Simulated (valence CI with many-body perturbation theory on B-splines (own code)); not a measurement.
# E1 line list for Eu⁵⁰⁺

Level of theory: valence CI with perturbative core correlation (CI+MBPT): three valence electrons over a frozen Dirac-Fock core [Ne], a basis of 11 s, 11 p, 10 d, 8 f, 5 g, 2 h functions for each j, with the one-electron correlation potential Σ1 (screened to all orders), the two-electron term Σ2, the three-electron term Σ3, Breit, model QED; selected single and double excitations, second order for the rest, scaled by the run's own slope (own B-spline code, finite nucleus).

No measured spectrum was set against this ion. As an estimate, large intervals hold to a few tenths of a per cent, small ones and those within an open d or f shell to about a per cent.

Lines 51 to 100 of 586 in falling wavelength, among levels below 2210.0 eV, chosen from the strongest by gf and those to the six lowest levels. Wavelengths and rates use the calculated energies. Electric multipoles are in the length gauge, E1 and E2 with the static RPA response of the core. Weak lines are less certain than strong ones. Lines between different terms over intervals too small for the method are left out, as are lines whose strength nearly cancels. The highest levels of a list are the least certain.

Levels are named by their leading jj configuration (3d3/2^4 stands for four electrons in 3d with j = 3/2), which in mixed levels can hold well under half, so a name can repeat and another be missing. Letters in brackets count levels of one name in rising energy.

```
λ vac (nm)                          Upper                          Lower   A (s⁻¹)  S (a.u.)
     8.009      (3p1/2 3p3/2 3d5/2) J=9/2         (3s 3p3/2 3d5/2) J=9/2  2.84e+10  7.21e-02
     7.991  (3p1/2 3p3/2 3d3/2) J=3/2 [b]     (3s 3p3/2 3d3/2) J=5/2 [a]  2.41e+10  2.43e-02
     7.958  (3p1/2 3p3/2 3d3/2) J=5/2 [a]          (3p1/2 3p3/2^2) J=5/2  1.68e+10  2.51e-02
     7.827          (3p1/2^2 3d3/2) J=3/2     (3s 3p1/2 3d3/2) J=3/2 [a]  2.68e+10  2.54e-02
     7.691     (3s 3p1/2 3d3/2) J=3/2 [a]         (3s 3p1/2 3p3/2) J=5/2  1.43e+10  1.28e-02
     7.670          (3p1/2^2 3p3/2) J=3/2     (3s 3p1/2 3p3/2) J=3/2 [a]  1.50e+10  1.33e-02
     7.374          (3d3/2^2 3d5/2) J=9/2  (3p3/2 3d3/2 3d5/2) J=7/2 [c]  1.46e+10  2.89e-02
     7.223         (3s 3p1/2 3d3/2) J=5/2         (3s 3p1/2 3p3/2) J=5/2  7.66e+09  8.54e-03
     6.969     (3s 3p1/2 3d3/2) J=3/2 [b]     (3s 3p1/2 3p3/2) J=3/2 [b]  5.49e+09  3.67e-03
     6.890      (3p1/2 3d3/2 3d5/2) J=9/2      (3p1/2 3p3/2 3d5/2) J=9/2  2.85e+10  4.60e-02
     6.833  (3p3/2 3d3/2 3d5/2) J=5/2 [e]          (3p3/2^2 3d5/2) J=3/2  2.55e+10  2.41e-02
     6.669         (3s 3p1/2 3d3/2) J=5/2     (3s 3p1/2 3p3/2) J=3/2 [a]  3.12e+08  2.74e-04
     6.668         (3d3/2 3d5/2^2) J=11/2          (3p3/2 3d5/2^2) J=9/2  4.68e+10  8.22e-02
     6.540             (3s^2 3d3/2) J=3/2             (3s^2 3p3/2) J=3/2  1.28e+08  7.09e-05
     6.493                (3d5/2^3) J=3/2      (3p3/2 3d5/2^2) J=3/2 [b]  9.75e+10  5.27e-02
     6.489                (3d5/2^3) J=9/2      (3p3/2 3d5/2^2) J=7/2 [b]  1.72e+11  2.32e-01
     6.477      (3p3/2 3d5/2^2) J=7/2 [a]      (3p3/2^2 3d5/2) J=5/2 [a]  2.45e+10  2.63e-02
     6.428     (3s 3p1/2 3d5/2) J=5/2 [a]     (3s 3p1/2 3p3/2) J=3/2 [b]  1.34e+09  1.06e-03
     6.426             (3s 3d5/2^2) J=5/2     (3s 3p3/2 3d5/2) J=3/2 [b]  3.00e+10  2.36e-02
     6.350             (3s 3d5/2^2) J=7/2     (3s 3p3/2 3d5/2) J=5/2 [b]  1.36e+11  1.38e-01
     6.350      (3d3/2 3d5/2^2) J=5/2 [b]  (3p3/2 3d3/2 3d5/2) J=5/2 [e]  2.66e+10  2.01e-02
     6.342      (3d3/2 3d5/2^2) J=7/2 [a]  (3p3/2 3d3/2 3d5/2) J=5/2 [c]  3.05e+10  3.07e-02
     6.320     (3s 3p1/2 3d3/2) J=3/2 [b]         (3s 3p1/2 3p3/2) J=5/2  1.84e+08  9.15e-05
     6.311      (3d3/2 3d5/2^2) J=7/2 [b]  (3p3/2 3d3/2 3d5/2) J=5/2 [e]  2.90e+10  2.88e-02
     6.279         (3d3/2 3d5/2^2) J=11/2         (3p3/2 3d5/2^2) J=11/2  4.35e+10  6.37e-02
     6.272      (3d3/2 3d5/2^2) J=5/2 [a]  (3p3/2 3d3/2 3d5/2) J=3/2 [c]  7.76e+10  5.67e-02
     6.270          (3d3/2^2 3d5/2) J=9/2  (3p3/2 3d3/2 3d5/2) J=9/2 [a]  2.28e+10  2.77e-02
     6.229             (3s 3d5/2^2) J=9/2     (3s 3p3/2 3d5/2) J=7/2 [b]  5.17e+10  6.17e-02
     6.226      (3d3/2 3d5/2^2) J=7/2 [b]      (3p3/2 3d5/2^2) J=7/2 [a]  3.58e+10  3.41e-02
     6.200                (3d5/2^3) J=5/2      (3p3/2 3d5/2^2) J=3/2 [b]  1.46e+11  1.03e-01
     6.151          (3d3/2 3d5/2^2) J=9/2  (3p3/2 3d3/2 3d5/2) J=7/2 [c]  1.34e+11  1.54e-01
     6.145  (3p3/2 3d3/2 3d5/2) J=7/2 [b]          (3p3/2^2 3d3/2) J=7/2  3.91e+10  3.58e-02
     6.143          (3p1/2 3d5/2^2) J=5/2  (3p1/2 3p3/2 3d5/2) J=3/2 [b]  3.22e+10  2.21e-02
     6.117     (3s 3d3/2 3d5/2) J=7/2 [b]     (3s 3p3/2 3d3/2) J=5/2 [b]  7.71e+10  6.97e-02
     6.112          (3p1/2 3d5/2^2) J=7/2  (3p1/2 3p3/2 3d5/2) J=5/2 [b]  1.67e+11  1.51e-01
     6.099      (3d3/2 3d5/2^2) J=5/2 [b]  (3p3/2 3d3/2 3d5/2) J=3/2 [c]  5.95e+10  4.00e-02
     6.096         (3d3/2 3d5/2^2) J=11/2  (3p3/2 3d3/2 3d5/2) J=9/2 [b]  1.67e+11  2.25e-01
     6.094          (3p1/2 3d5/2^2) J=3/2      (3p1/2 3p3/2 3d5/2) J=1/2  4.97e+10  2.22e-02
     6.075             (3s 3d5/2^2) J=3/2     (3s 3p3/2 3d5/2) J=3/2 [b]  5.21e+10  2.30e-02
     6.036                (3d5/2^3) J=3/2          (3p3/2 3d5/2^2) J=5/2  4.37e+10  1.90e-02
     6.030      (3d3/2 3d5/2^2) J=7/2 [b]  (3p3/2 3d3/2 3d5/2) J=5/2 [d]  7.60e+10  6.58e-02
     6.023      (3p3/2 3d5/2^2) J=7/2 [b]      (3p3/2^2 3d5/2) J=5/2 [b]  3.20e+11  2.76e-01
     6.005          (3p1/2 3d5/2^2) J=7/2  (3p1/2 3p3/2 3d5/2) J=7/2 [b]  2.13e+10  1.82e-02
     6.002      (3d3/2^2 3d5/2) J=5/2 [b]  (3p3/2 3d3/2 3d5/2) J=5/2 [a]  2.87e+10  1.84e-02
     5.985         (3s 3p1/2 3d3/2) J=1/2     (3s 3p1/2 3p3/2) J=3/2 [a]  4.27e+09  9.04e-04
     5.976         (3p3/2 3d5/2^2) J=11/2          (3p3/2^2 3d5/2) J=9/2  1.17e+11  1.48e-01
     5.968         (3s 3p1/2 3d5/2) J=3/2         (3s 3p1/2 3p3/2) J=1/2  7.91e+10  3.32e-02
     5.968  (3p1/2 3d3/2 3d5/2) J=7/2 [b]  (3p1/2 3p3/2 3d5/2) J=7/2 [a]  2.92e+10  2.45e-02
     5.957      (3d3/2 3d5/2^2) J=5/2 [a]  (3p3/2 3d3/2 3d5/2) J=3/2 [b]  9.56e+10  5.98e-02
     5.952          (3p1/2 3d5/2^2) J=9/2  (3p1/2 3p3/2 3d5/2) J=7/2 [b]  1.11e+11  1.16e-01
```
